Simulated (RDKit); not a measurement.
Input for RDKit: MMFF94 on SiH4 (SMILES [SiH4]).

```python
from rdkit import Chem
from rdkit.Chem import AllChem, rdDetermineBonds

blocks = [
'''5

Si    0.00000000   -0.00000000   -0.00000000
H     0.85467615    0.85467615    0.85467615
H    -0.85467615   -0.85467615    0.85467615
H    -0.85467615    0.85467615   -0.85467615
H     0.85467615   -0.85467615   -0.85467615
''',
]
mol = None
for b in blocks:
    f = Chem.MolFromXYZBlock(b)
    rdDetermineBonds.DetermineBonds(f, charge=0)
    mol = f if mol is None else Chem.CombineMols(mol, f)
Chem.SanitizeMol(mol)
print(Chem.MolToSmiles(Chem.RemoveHs(mol)))
ff = AllChem.MMFFGetMoleculeForceField(mol, AllChem.MMFFGetMoleculeProperties(mol), nonBondedThresh=100.0, ignoreInterfragInteractions=False)
e = ff.CalcEnergy()
print(f'MMFF94 energy {e:.6f} kcal/mol')
```

The log:

```
[SiH4]
MMFF94 energy 0.034334 kcal/mol
```

The run finished.

Cost: roughly 0.04 core-seconds.
